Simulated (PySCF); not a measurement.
PySCF input for Ga(Cl)(vinyl)(OH) (C2H4ClGaO), SMILES [OH][Ga]([Cl])[CH]=C, B3LYP-D3(BJ)/def2-SVP. The structure is a stationary point at B3LYP-D3(BJ)/def2-SVP. The structure was generated by enumeration; whether it is a known compound was not checked. The values are those of a single conformer.

```python
import numpy as np
from pyscf import gto, scf, dft, df
from pyscf.hessian import thermo

mol = gto.M(
    atom='''
    Ga    0.13261650    0.00791441    0.00000000
    Cl   -0.61416921    2.04413845   -0.00000000
    C    -0.99744479   -1.56490389   -0.00000000
    C    -0.46445816   -2.79533796   -0.00000000
    H    -2.08702146   -1.44858077    0.00000001
    H    -1.08991959   -3.69676287    0.00000000
    H     0.61829195   -2.96171055    0.00000000
    O     1.90825255   -0.17358857   -0.00000000
    H     2.39381125    0.66151358    0.00000000
    ''',
    basis='def2-SVP',
    charge=0,
    spin=0,
    max_memory=1600,
    verbose=3,
)
mf = dft.RKS(mol, xc='b3lyp').density_fit(auxbasis='def2-universal-jkfit')
mf.disp = 'd3bj'
mf.grids.level = 3
mf.conv_tol = 1e-11
mf.max_cycle = 100
mf.kernel()

# [left out here: the lines that compute and print the analytic Hessian (its translational invariance restored by hand, since the grid's response is missing), thermochemistry and intensities]
```

Log of the run:

```
converged SCF energy = -2538.52985251631

WARN: DFTD3 does not support analytical Hessian, using finite difference


WARN: Mole.unit (angstrom) is changed to Bohr

Mode                                 0                   1                   2
Irrep
Freq [cm^-1]                       64.5727             84.5343            160.4006
Reduced mass [au]                   3.1112              5.2451              6.6239
Force const [Dyne/A]                0.0076              0.0221              0.1004
Char temp [K]                      92.9057            121.6260            230.7808
Normal mode                   x     y     z       x     y     z       x     y     z
       0  Ga                 0.00 -0.00 -0.05    0.05 -0.00 -0.00    0.03  0.03  0.00
       1  Cl                 0.00 -0.00  0.06   -0.06 -0.04 -0.00   -0.07 -0.01 -0.00
       2   C                 0.00 -0.00 -0.11   -0.02  0.05  0.00    0.01  0.05 -0.00
       3   C                -0.00 -0.00  0.16   -0.15 -0.01 -0.00    0.03  0.06  0.00
       4   H                -0.00  0.00 -0.32   -0.01  0.15  0.00    0.00  0.04 -0.00
       5   H                -0.00  0.00  0.16   -0.25  0.06 -0.00    0.04  0.04 -0.00
       6   H                -0.00 -0.00  0.38   -0.17 -0.13 -0.00    0.03  0.08  0.00
       7   O                -0.00  0.00  0.01    0.06  0.07  0.00    0.01 -0.18 -0.00
       8   H                -0.00  0.00  0.10    0.02  0.10  0.00    0.15 -0.26 -0.00
Mode                                 3                   4                   5
Irrep
Freq [cm^-1]                      170.6247            289.1356            368.1978
Reduced mass [au]                   3.7441              4.2561              1.0926
Force const [Dyne/A]                0.0642              0.2096              0.0873
Char temp [K]                     245.4910            416.0018            529.7546
Normal mode                   x     y     z       x     y     z       x     y     z
       0  Ga                -0.00 -0.00  0.07    0.00  0.03 -0.00   -0.00 -0.00  0.00
       1  Cl                 0.00  0.00 -0.04   -0.01  0.06  0.00    0.00  0.00 -0.01
       2   C                -0.00 -0.00 -0.11    0.10 -0.10  0.00   -0.00 -0.00  0.01
       3   C                -0.00 -0.00  0.00   -0.05 -0.17  0.00    0.00  0.00 -0.00
       4   H                -0.00 -0.00 -0.36    0.10 -0.04  0.00    0.00  0.00  0.07
       5   H                -0.00 -0.00 -0.16   -0.19 -0.07  0.00    0.00 -0.00  0.04
       6   H                -0.00 -0.00  0.26   -0.08 -0.33 -0.00    0.00  0.00 -0.05
       7   O                -0.00  0.00 -0.12   -0.00 -0.04  0.00    0.00  0.00 -0.07
       8   H                -0.00  0.00 -0.10    0.07 -0.08  0.00   -0.00  0.00  0.95
Mode                                 6                   7                   8
Irrep
Freq [cm^-1]                      408.6269            481.1008            589.5234
Reduced mass [au]                  21.2510              1.4465              3.9869
Force const [Dyne/A]                2.0907              0.1973              0.8164
Char temp [K]                     587.9232            692.1970            848.1929
Normal mode                   x     y     z       x     y     z       x     y     z
       0  Ga                -0.02  0.06  0.00   -0.00 -0.00  0.02    0.02  0.04 -0.00
       1  Cl                 0.05 -0.12 -0.00   -0.00  0.00 -0.01    0.00 -0.01  0.00
       2   C                 0.06  0.01 -0.00   -0.00  0.00 -0.16   -0.18 -0.12 -0.00
       3   C                -0.01 -0.02 -0.00    0.00  0.00  0.03   -0.01 -0.06  0.00
       4   H                 0.06  0.02 -0.00    0.00 -0.00  0.35   -0.20 -0.21  0.00
       5   H                -0.08  0.03  0.00   -0.00  0.00  0.61    0.20 -0.20  0.00
       6   H                -0.02 -0.09 -0.00   -0.00 -0.00 -0.40    0.03  0.17 -0.00
       7   O                -0.04  0.00 -0.00    0.00  0.00 -0.01    0.06  0.00  0.00
       8   H                 0.02 -0.03  0.00   -0.00  0.00 -0.07    0.03  0.02 -0.00
Mode                                 9                  10                  11
Irrep
Freq [cm^-1]                      710.3289            807.2982           1003.7868
Reduced mass [au]                  14.3740              1.1100              1.1480
Force const [Dyne/A]                4.2731              0.4262              0.6815
Char temp [K]                    1022.0052           1161.5223           1444.2257
Normal mode                   x     y     z       x     y     z       x     y     z
       0  Ga                 0.05  0.00  0.00    0.01  0.01 -0.00   -0.00  0.00 -0.00
       1  Cl                 0.00  0.00 -0.00   -0.00 -0.00  0.00    0.00  0.00  0.00
       2   C                -0.03 -0.02 -0.00    0.01  0.00  0.00    0.05  0.01 -0.00
       3   C                -0.00 -0.01 -0.00    0.00 -0.00 -0.00   -0.07 -0.06  0.00
       4   H                -0.03 -0.03 -0.00    0.00 -0.05 -0.00    0.12  0.59 -0.00
       5   H                 0.05 -0.05  0.00   -0.03  0.02  0.00    0.39 -0.37 -0.00
       6   H                 0.01  0.04 -0.00   -0.00 -0.04 -0.00    0.02  0.45 -0.00
       7   O                -0.21  0.03 -0.00   -0.00 -0.07  0.00   -0.00 -0.01  0.00
       8   H                -0.02 -0.09  0.00   -0.84  0.44 -0.00   -0.05  0.03 -0.00
Mode                                12                  13                  14
Irrep
Freq [cm^-1]                     1006.1852           1042.1069           1260.0243
Reduced mass [au]                   1.3576              1.0707              1.3497
Force const [Dyne/A]                0.8098              0.6851              1.2626
Char temp [K]                    1447.6765           1499.3597           1812.8945
Normal mode                   x     y     z       x     y     z       x     y     z
       0  Ga                 0.00 -0.00 -0.00   -0.00  0.00 -0.00   -0.00 -0.00 -0.00
       1  Cl                -0.00 -0.00  0.00    0.00 -0.00  0.00   -0.00  0.00 -0.00
       2   C                -0.00 -0.00 -0.05   -0.00  0.00 -0.07    0.10  0.05 -0.00
       3   C                 0.00  0.00  0.14   -0.00 -0.00 -0.00   -0.11  0.01  0.00
       4   H                -0.00 -0.00  0.08    0.00  0.00  0.75    0.01 -0.73  0.00
       5   H                -0.00  0.00 -0.64    0.00 -0.00 -0.30    0.16 -0.17 -0.00
       6   H                -0.00 -0.00 -0.55    0.00  0.00  0.52   -0.06  0.36  0.00
       7   O                 0.00  0.00  0.00   -0.00 -0.00  0.00    0.00  0.00 -0.00
       8   H                 0.00 -0.00 -0.00   -0.00  0.00  0.00    0.01 -0.01  0.00
Mode                                15                  16                  17
Irrep
Freq [cm^-1]                     1416.7242           1650.4246           3109.7406
Reduced mass [au]                   1.2163              4.1280              1.0596
Force const [Dyne/A]                1.4384              6.6249              6.0370
Char temp [K]                    2038.3507           2374.5935           4474.2243
Normal mode                   x     y     z       x     y     z       x     y     z
       0  Ga                 0.00  0.00  0.00    0.00  0.00  0.00   -0.00  0.00  0.00
       1  Cl                 0.00 -0.00  0.00    0.00  0.00  0.00    0.00  0.00 -0.00
       2   C                 0.03 -0.12 -0.00    0.05 -0.17 -0.00   -0.01 -0.00  0.00
       3   C                -0.01  0.02  0.00   -0.07  0.18  0.00   -0.01  0.06 -0.00
       4   H                 0.06  0.07  0.00    0.10  0.06  0.00    0.15 -0.02 -0.00
       5   H                -0.50  0.39 -0.00    0.27 -0.04 -0.00   -0.45 -0.62  0.00
       6   H                 0.07  0.63 -0.00   -0.16 -0.25  0.00    0.57 -0.07 -0.00
       7   O                -0.00 -0.00  0.00   -0.00 -0.00 -0.00    0.00  0.00  0.00
       8   H                -0.01  0.00  0.00   -0.00  0.00 -0.00    0.00 -0.00  0.00
Mode                                18                  19                  20
Irrep
Freq [cm^-1]                     3154.1896           3204.3749           3849.4838
Reduced mass [au]                   1.0932              1.1160              1.0671
Force const [Dyne/A]                6.4080              6.7512              9.3170
Char temp [K]                    4538.1766           4610.3821           5538.5501
Normal mode                   x     y     z       x     y     z       x     y     z
       0  Ga                -0.00 -0.00 -0.00    0.00  0.00  0.00   -0.00  0.00  0.00
       1  Cl                 0.00  0.00  0.00    0.00 -0.00 -0.00   -0.00  0.00 -0.00
       2   C                 0.08 -0.01 -0.00   -0.01  0.00  0.00   -0.00 -0.00 -0.00
       3   C                -0.02  0.01  0.00   -0.09 -0.03  0.00   -0.00  0.00 -0.00
       4   H                -0.93  0.10  0.00    0.15 -0.02 -0.00   -0.00 -0.00  0.00
       5   H                -0.01 -0.02  0.00    0.32  0.47 -0.00   -0.00 -0.00  0.00
       6   H                 0.20 -0.03 -0.00    0.73 -0.11 -0.00   -0.00 -0.00 -0.00
       7   O                -0.00 -0.00 -0.00    0.00  0.00  0.00    0.03  0.05  0.00
       8   H                 0.00  0.00 -0.00    0.00 -0.00  0.00   -0.50 -0.83 -0.00
temperature 298.1500 [K]
pressure 101325.00 [Pa]
Rotational constants [GHz] 5.11637 1.70330 1.27788
Symmetry number 1
Zero-point energy (ZPE) 0.05657 [Eh]   148524.664 [J/mol]
                           tot       elec      trans        rot        vib
Entropy [J/mol/K]       364.947      0.000    171.172    116.142     77.633
Cv [J/mol/K]             98.448      0.000     12.472     12.472     73.504
Cp [J/mol/K]            106.762      0.000     20.786     12.472     73.504
Internal energy [J/mol]                      3718.434   3718.434 160589.037
Internal energy [Eh]   -2538.46585  -2538.52985
Enthalpy [J/mol]                             6197.391   3718.434 160589.037
Enthalpy [Eh]          -2538.46491
Gibbs free energy [J/mol]                  -44837.658 -30909.408 137442.888
Gibbs free energy [Eh] -2538.50635
static polarisability / bohr^3: [[54.464 -1.99  -0.   ]
 [-1.981 82.982 -0.   ]
 [-0.     0.    33.004]]
largest difference of analytic and finite-field dipole derivatives / e: 0.0013038256311006524
mode   freq/cm-1   IR/(km/mol)   Raman/(A^4/amu)   depolarisation
   1       64.57         0.012             4.811            0.750
   2       84.53         0.418             0.922            0.749
   3      160.40        20.027             2.286            0.749
   4      170.62         9.536             1.577            0.750
   5      289.14         3.920             8.223            0.343
   6      368.20       120.204             0.539            0.750
   7      408.63        59.811             7.406            0.185
   8      481.10        20.492            10.212            0.750
   9      589.52        22.026             9.399            0.095
  10      710.33       102.282             5.583            0.131
  11      807.30        94.447             2.244            0.729
  12     1003.79         8.888             4.081            0.581
  13     1006.19        24.599             0.295            0.750
  14     1042.11        14.563             0.267            0.750
  15     1260.02         4.442            12.428            0.184
  16     1416.72        12.633            25.094            0.444
  17     1650.42        11.615             8.437            0.024
  18     3109.74        12.754           154.406            0.194
  19     3154.19         4.485           129.438            0.327
  20     3204.37         4.386            93.584            0.661
  21     3849.48        72.763           123.355            0.283
max |gradient| / (hartree/bohr): 4.096266963109262e-05
APT charges: [ 1.3875 -0.5811 -0.3488 -0.0107  0.0076  0.0244  0.0434 -0.7991  0.2769]
```

The calculation finished and met its thresholds.

Cost: around 4 core-minutes (rough).
